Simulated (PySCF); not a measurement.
Record of a relaxation.

Compound: H6OS2Si2.
Bonds: S1–Si2, Si2–O3, O3–Si4, Si4–S5. Hydrogens: H6 on S1; H7, H8 on Si2; H9, H10 on Si4; H11 on S5.

Computed by this run: PBE0-D3(BJ)/def2-SVP geometry optimisation, gas phase in PySCF 2.14.0; density fitting, grid level 1; the optimiser is geomeTRIC in internal coordinates, started from a GFN2-xTB structure with every atom displaced at random (about 0.01 Å). The frame can shift and turn from step to step; on so coarse a grid that alone can change the energy by a few meV, and forces under 0.02 eV/Å are noise.

Step 0: E = -39544.7520 eV, largest atomic force 2.481 eV/Å
```
atom  x, y, z in Å  |  force x, y, z in eV/Å
S1      2.176    0.736    0.956   -0.156   0.136   0.095
Si2     1.471   -0.177   -0.858   -0.024   0.596   0.742
O3     -0.119   -0.529   -0.735    2.193  -0.180  -1.146
Si4    -1.580   -0.559   -0.158   -1.876   0.198   1.421
S5     -1.841    0.931    1.353   -0.513   0.539  -0.161
H6      1.242    1.732    0.975    0.228  -0.223  -0.132
H7      2.198   -1.434   -0.932    0.512  -0.430  -0.253
H8      1.605    0.767   -1.968    0.209   0.117  -0.484
H9     -2.486   -0.149   -1.218   -0.680  -0.010  -0.375
H10    -1.797   -1.882    0.439   -0.281  -0.434   0.005
H11    -0.832    0.538    2.129    0.389  -0.310   0.287
```

Step 1: E = -39544.9819 eV, largest atomic force 0.639 eV/Å
```
atom  x, y, z in Å  |  force x, y, z in eV/Å
S1      2.165    0.759    0.985   -0.064  -0.002  -0.037
Si2     1.503   -0.168   -0.834    0.054   0.025   0.078
O3     -0.098   -0.546   -0.762   -0.626  -0.099   0.080
Si4    -1.638   -0.546   -0.118    0.494   0.092  -0.131
S5     -1.848    0.965    1.389    0.142  -0.043   0.037
H6      1.305    1.796    0.853    0.035   0.026   0.025
H7      2.322   -1.401   -0.954    0.012  -0.037   0.012
H8      1.726    0.722   -2.004   -0.032   0.038  -0.003
H9     -2.641   -0.178   -1.152    0.039   0.006  -0.027
H10    -1.913   -1.905    0.418    0.042  -0.020   0.024
H11    -0.843    0.478    2.162   -0.096   0.013  -0.057
```

Step 2: E = -39544.9933 eV, largest atomic force 0.314 eV/Å
```
atom  x, y, z in Å  |  force x, y, z in eV/Å
S1      2.119    0.769    0.989    0.001  -0.011  -0.007
Si2     1.490   -0.177   -0.832    0.057   0.071   0.064
O3     -0.112   -0.560   -0.778   -0.283  -0.120  -0.064
Si4    -1.633   -0.538   -0.120    0.242   0.047  -0.033
S5     -1.785    0.969    1.395   -0.004   0.011   0.004
H6      1.276    1.817    0.840    0.020   0.002   0.000
H7      2.315   -1.410   -0.931   -0.008   0.004   0.012
H8      1.718    0.712   -2.004   -0.016   0.005   0.004
H9     -2.633   -0.150   -1.150    0.001   0.004   0.000
H10    -1.915   -1.896    0.418    0.001   0.002   0.017
H11    -0.799    0.439    2.156   -0.012  -0.014   0.002
```

Step 3: E = -39544.9981 eV, largest atomic force 0.182 eV/Å
```
atom  x, y, z in Å  |  force x, y, z in eV/Å
S1      2.098    0.756    0.993    0.016  -0.023  -0.008
Si2     1.477   -0.180   -0.835    0.040   0.060   0.055
O3     -0.124   -0.575   -0.799    0.048  -0.094  -0.148
Si4    -1.626   -0.535   -0.120   -0.038   0.028   0.057
S5     -1.748    0.982    1.387   -0.043   0.022  -0.006
H6      1.277    1.821    0.842    0.006   0.006  -0.006
H7      2.307   -1.410   -0.929   -0.008   0.007  -0.002
H8      1.705    0.717   -2.000   -0.007  -0.001   0.008
H9     -2.633   -0.145   -1.142   -0.017  -0.002   0.010
H10    -1.913   -1.884    0.437   -0.011   0.011   0.011
H11    -0.780    0.427    2.150    0.013  -0.013   0.029
```

Step 4: E = -39545.0014 eV, largest atomic force 0.253 eV/Å
```
atom  x, y, z in Å  |  force x, y, z in eV/Å
S1      2.097    0.722    0.999    0.005  -0.020   0.000
Si2     1.468   -0.180   -0.843    0.007   0.027   0.031
O3     -0.132   -0.589   -0.821    0.198  -0.052  -0.148
Si4    -1.620   -0.534   -0.119   -0.177   0.018   0.097
S5     -1.736    1.005    1.367   -0.023   0.017  -0.013
H6      1.297    1.804    0.865    0.003   0.003  -0.009
H7      2.302   -1.406   -0.957   -0.005   0.007  -0.011
H8      1.689    0.739   -1.992    0.001   0.002   0.007
H9     -2.640   -0.162   -1.134   -0.013  -0.003   0.011
H10    -1.902   -1.872    0.470   -0.006   0.011   0.006
H11    -0.784    0.449    2.148    0.010  -0.010   0.030
```

Step 5: E = -39545.0057 eV, largest atomic force 0.266 eV/Å
```
atom  x, y, z in Å  |  force x, y, z in eV/Å
S1      2.098    0.637    1.012   -0.012  -0.004   0.022
Si2     1.455   -0.180   -0.862   -0.040  -0.025  -0.015
O3     -0.144   -0.614   -0.862    0.252   0.013  -0.085
Si4    -1.610   -0.535   -0.115   -0.240   0.006   0.110
S5     -1.720    1.056    1.319    0.017   0.009  -0.013
H6      1.336    1.751    0.918    0.003  -0.002  -0.013
H7      2.295   -1.394   -1.031    0.001   0.003  -0.025
H8      1.660    0.795   -1.966    0.012   0.009   0.005
H9     -2.660   -0.208   -1.115    0.003  -0.005   0.004
H10    -1.872   -1.844    0.542    0.010   0.004  -0.004
H11    -0.797    0.511    2.144   -0.005  -0.008   0.013
```

Step 6: E = -39545.0081 eV, largest atomic force 0.167 eV/Å
```
atom  x, y, z in Å  |  force x, y, z in eV/Å
S1      2.098    0.557    1.023   -0.019   0.009   0.032
Si2     1.444   -0.179   -0.879   -0.052  -0.051  -0.039
O3     -0.152   -0.629   -0.892    0.157   0.051  -0.005
Si4    -1.603   -0.534   -0.108   -0.154  -0.006   0.064
S5     -1.711    1.102    1.276    0.033   0.004  -0.010
H6      1.367    1.693    0.962    0.005  -0.004  -0.012
H7      2.289   -1.380   -1.108    0.003   0.001  -0.027
H8      1.639    0.848   -1.936    0.013   0.012   0.005
H9     -2.677   -0.251   -1.096    0.011  -0.006  -0.004
H10    -1.841   -1.819    0.603    0.016  -0.001  -0.004
H11    -0.814    0.569    2.137   -0.013  -0.009  -0.001
```

Step 7: E = -39545.0101 eV, largest atomic force 0.079 eV/Å
```
atom  x, y, z in Å  |  force x, y, z in eV/Å
S1      2.097    0.490    1.033   -0.012   0.013   0.029
Si2     1.437   -0.179   -0.892   -0.038  -0.047  -0.036
O3     -0.157   -0.633   -0.908    0.013   0.056   0.054
Si4    -1.600   -0.533   -0.100   -0.012  -0.013  -0.008
S5     -1.705    1.138    1.242    0.029  -0.001  -0.004
H6      1.391    1.643    0.993    0.006  -0.001  -0.007
H7      2.282   -1.367   -1.178    0.002   0.001  -0.017
H8      1.626    0.892   -1.906    0.006   0.009   0.003
H9     -2.689   -0.289   -1.081    0.009  -0.006  -0.007
H10    -1.811   -1.800    0.650    0.012  -0.003   0.001
H11    -0.831    0.613    2.131   -0.013  -0.007  -0.008
```

Step 8: E = -39545.0110 eV, largest atomic force 0.085 eV/Å
```
atom  x, y, z in Å  |  force x, y, z in eV/Å
S1      2.097    0.467    1.037   -0.004   0.004   0.011
Si2     1.435   -0.178   -0.897   -0.011  -0.022  -0.015
O3     -0.158   -0.629   -0.909   -0.058   0.035   0.051
Si4    -1.601   -0.532   -0.096    0.059  -0.013  -0.042
S5     -1.705    1.149    1.232    0.012  -0.001   0.002
H6      1.403    1.627    0.999    0.004   0.002  -0.002
H7      2.277   -1.362   -1.208    0.000   0.001  -0.004
H8      1.625    0.910   -1.893   -0.001   0.004   0.002
H9     -2.692   -0.305   -1.078    0.002  -0.005  -0.004
H10    -1.799   -1.795    0.665    0.004  -0.001   0.004
H11    -0.842    0.622    2.130   -0.006  -0.004  -0.005
```

Step 9: E = -39545.0114 eV, largest atomic force 0.063 eV/Å
```
atom  x, y, z in Å  |  force x, y, z in eV/Å
S1      2.099    0.456    1.040   -0.003  -0.001  -0.001
Si2     1.434   -0.176   -0.899    0.009  -0.006  -0.001
O3     -0.160   -0.625   -0.908   -0.053   0.019   0.024
Si4    -1.602   -0.533   -0.094    0.052  -0.014  -0.033
S5     -1.707    1.153    1.227    0.000   0.003   0.003
H6      1.414    1.621    1.002    0.002   0.001   0.001
H7      2.273   -1.358   -1.225    0.000   0.001   0.002
H8      1.623    0.921   -1.885   -0.004   0.001   0.001
H9     -2.693   -0.317   -1.078   -0.002  -0.003   0.000
H10    -1.791   -1.793    0.674   -0.002   0.001   0.004
H11    -0.849    0.625    2.129    0.000  -0.002   0.000
```

Step 10: E = -39545.0116 eV, largest atomic force 0.024 eV/Å
```
atom  x, y, z in Å  |  force x, y, z in eV/Å
S1      2.100    0.451    1.041   -0.002  -0.001  -0.005
Si2     1.433   -0.174   -0.900    0.013   0.000   0.006
O3     -0.161   -0.622   -0.908   -0.022   0.010  -0.004
Si4    -1.602   -0.535   -0.094    0.019  -0.010  -0.008
S5     -1.710    1.153    1.225   -0.004   0.003   0.002
H6      1.421    1.620    1.005    0.001   0.001   0.001
H7      2.270   -1.355   -1.232    0.000   0.001   0.003
H8      1.621    0.929   -1.880   -0.003   0.000   0.000
H9     -2.695   -0.325   -1.078   -0.002  -0.002   0.002
H10    -1.785   -1.793    0.677   -0.002   0.000   0.001
H11    -0.853    0.625    2.128    0.002  -0.001   0.001
```

Task: Summarise the path.

Result: The energy falls by 0.2596 eV from step 0 to step 10; nine tenths of that is first reached at step 2. It falls at every step. The largest force goes from 2.481 to 0.024 eV/Å. Among the bonds O3–Si4 changes most, from 1.572 to 1.657 Å; the atoms move by 0.217 Å rms after alignment.

Task: Follow the three bonds and two angles with the largest change from start to end.

Result: 
| step | E above end (eV) | largest force (eV/Å) | O3–Si4 (Å) | Si2–H7 (Å) | Si4–H9 (Å) | Si2–O3–Si4 (°) | H7–Si2–H8 (°) |
| --- | --- | --- | --- | --- | --- | --- | --- |
| 0 | 0.2596 | 2.481 | 1.572 | 1.453 | 1.453 | 159.6 | 118.3 |
| 1 | 0.0298 | 0.639 | 1.669 | 1.485 | 1.487 | 156.0 | 110.5 |
| 2 | 0.0183 | 0.314 | 1.658 | 1.487 | 1.486 | 154.5 | 111.0 |
| 3 | 0.0135 | 0.182 | 1.649 | 1.487 | 1.486 | 152.6 | 111.3 |
| 4 | 0.0102 | 0.253 | 1.646 | 1.487 | 1.487 | 150.8 | 111.6 |
| 5 | 0.0060 | 0.266 | 1.647 | 1.486 | 1.487 | 147.8 | 111.9 |
| 6 | 0.0035 | 0.167 | 1.652 | 1.486 | 1.486 | 145.7 | 112.0 |
| 7 | 0.0016 | 0.079 | 1.657 | 1.486 | 1.486 | 144.7 | 111.9 |
| 8 | 0.0006 | 0.085 | 1.659 | 1.486 | 1.485 | 144.8 | 111.8 |
| 9 | 0.0002 | 0.063 | 1.658 | 1.486 | 1.485 | 145.0 | 111.7 |
| 10 | 0.0000 | 0.024 | 1.657 | 1.486 | 1.485 | 145.1 | 111.7 |

What follows is the cost of the whole optimisation. Time: 64 s wall; peak memory 0.49 GiB. Hardware: an Arm Neoverse V1 with one thread (shared host).
